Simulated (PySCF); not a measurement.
Delta-SCF ions had no search for a lower state. Excitations are Tamm–Dancoff values on a coarser integration grid. The basis has no diffuse functions, so Rydberg states are missing or too high.

# C4H16Si2Sn, SMILES `[CH2]([Sn]([SiH3])([SiH3])[CH2]C)C` (C–C–Sn–Si torsion 63°, Si–Sn–C–C torsion -56°) (charge 0, multiplicity 1)

All values below come from M06-2X/def2-TZVP // PBE0-D3(BJ)/def2-SVP in PySCF 2.14.0.

```yaml
HOMO: -8.07 eV
dipole_moment: 0.259 e·Å
HOMO–LUMO gap: 8.46 eV
LUMO: 0.39 eV
S1 excitation (TDA): 5.97 eV
S1 oscillator strength: 0.001
brightest of the four lowest singlets (TDA): 6.01 eV
T1 excitation (TDA): 5.23 eV
S1–T1 gap (TDA): 0.74 eV
vertical ionisation energy (Delta-SCF): 8.84 eV
total_energy: -955.1945 Ha
cost: around 90 core-minutes (rough)
```

```xyz
23

C     -3.0538     0.2218    -0.5957
C     -1.8162     1.1063    -0.6251
Sn    -0.0031     0.0729    -0.0180
Si     0.5086    -1.8255    -1.6814
Si    -0.3661    -0.9495     2.3179
C      1.6855     1.4403     0.0376
C      3.0038     0.7589     0.3730
H     -3.2503    -0.1744     0.4137
H     -3.9566     0.7728    -0.9086
H     -2.9547    -0.6457    -1.2678
H     -1.6362     1.5097    -1.6346
H     -1.9286     1.9733     0.0459
H      0.8322    -1.2770    -3.0374
H      1.6774    -2.6419    -1.2250
H     -0.6656    -2.7431    -1.8245
H     -1.4187    -2.0133     2.2834
H     -0.8013     0.0964     3.2984
H      0.8958    -1.5675     2.8345
H      1.4420     2.2248     0.7722
H      1.7293     1.9328    -0.9473
H      2.9731     0.2678     1.3589
H      3.8403     1.4773     0.3946
H      3.2630    -0.0175    -0.3649
```
Charge 0, spin multiplicity 1.
